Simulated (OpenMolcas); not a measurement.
## Os7+: terms and fine structure

| Property | Result |
| --- | --- |
| Program | OpenMolcas |
| Method | RASSCF |
| Basis | ANO-RCC-VTZP [8s7p5d3f2g1h] |
| Scalar Hamiltonian | DKH2, point nucleus |
| Active space | 7 electrons in 8 orbitals (RAS1 5p, at most 2 holes; RAS2 5d) |
| State averaging | 2S+1 = 2 even, 5 roots |
| Spin-orbit coupling | RASSI with atomic mean-field integrals over the reference wave functions, term energies averaged over their components |

Spin-free terms above the lowest, with the occupations of the reference:

```csv
Configuration,Term,E (cm⁻¹),Occupations
5d,²D,0.0,5p 5.97 5d 1.03
```

With spin-orbit coupling, above the lowest level:

```
Configuration  Term    J  E (cm⁻¹)  Term weight %
           5d    ²D  3/2       0.0            100
           5d    ²D  5/2     15028            100
```

Spin-orbit coupling puts the lowest level 9017 cm⁻¹ below the lowest spin-free term.

Without dynamic correlation excited terms often stand tens of per cent too high (terms of higher spin than the ground term too low), and those without a measured partner can miss by more than the paired ones. Active for correlation alone: 5p; no level in the range computed is led by a configuration that opens it, so any true level of that kind is missing. Only configurations of the active space appear. The first state left out of the spin-orbit step lies near 840000 cm-1 above the lowest spin-free state of the reference (among the parities and spins computed), and the list stops at four fifths of that energy or lower.

The RASSCF and RASSI steps took 9.7 s on 1 thread of Arm Neoverse V1, with other jobs on the host; the integral step is not counted.

The term weight is that of the spin-free term in the level, not the purity of its configuration.
